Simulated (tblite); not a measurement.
Species: C4H13BN2Si.
Geometry (GFN2-xTB, Å), atoms numbered from 1 in this order:
```
atom  x, y, z in Å
N1     3.928    0.215    0.044
Si2    2.360    0.031    0.740
N3     1.387   -0.434   -0.630
B4     0.017   -0.675   -0.725
C5    -0.898   -0.471    0.553
C6    -2.374   -0.923    0.476
C7    -2.834    0.539    0.560
C8    -1.381    0.991    0.753
H9     4.702    0.348    0.673
H10    4.036    0.826   -0.751
H11    2.487   -1.056    1.713
H12    1.784    1.240    1.344
H13    1.928   -0.574   -1.471
H14   -0.436   -0.991   -1.764
H15   -0.397   -0.847    1.448
H16   -2.645   -1.433   -0.446
H17   -2.695   -1.535    1.318
H18   -3.286    0.908   -0.359
H19   -3.501    0.766    1.391
H20   -1.170    1.394    1.742
H21   -1.020    1.697    0.008
```

Calculated harmonic vibrations of the isolated species, GFN2-xTB (tblite), most abundant isotopes, no scaling. Errors from tens to a few hundred cm⁻¹ against measured bands are possible. Modes of hydrogen on boron and silicon can be 10 to 20 % off. One conformer, not necessarily the lowest. The optimisation stopped once no atom felt more than 0.01 eV/Å.

Lowest wavenumbers of the output (negative numbers stand for imaginary wavenumbers):
```
mode    cm-1
  1     -35.3
  2      32.4
  3      47.7
  4      99.6
  5     161.2
  6     192.9
  7     228.9
  8     269.0
  9     303.0
 10     470.9
```

Q: Is this structure a minimum?

A: Not by this Hessian. 1 mode is imaginary beyond 20i (35i cm⁻¹), so at this level the point lies at or near a first-order saddle. The curvature is small, so loose convergence or finite differences may be the whole cause.

Q: Which atoms move in the imaginary mode?

A: 35i: C7 (four-membered-ring carbon) 29 %, H18 (methylene hydrogen) 15 %, H19 (methylene hydrogen) 13 %. These are shares of the mass-weighted motion.

Q: What is the remedy?

A: Step along that mode in both directions, optimise again with tighter thresholds and repeat the frequencies. The zero-point energy of this point (107.3 kcal/mol) counts the 56 real modes alone, and thermal corrections from it aren't those of a minimum.
